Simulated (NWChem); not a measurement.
# GeH₄Se; SMILES [GeH3][SeH]

Program: NWChem. The geometry was optimised at PBE0/def2-SVP.

Problem. Predict the results for Hartree-Fock/def2-SVPD. Quantities: highest occupied level (eV); orbital gap (eV); dipole (D).

Solution. 
```yaml
highest occupied level (eV): -9.53
orbital gap (eV): 11.36
dipole (D): 1.34
```
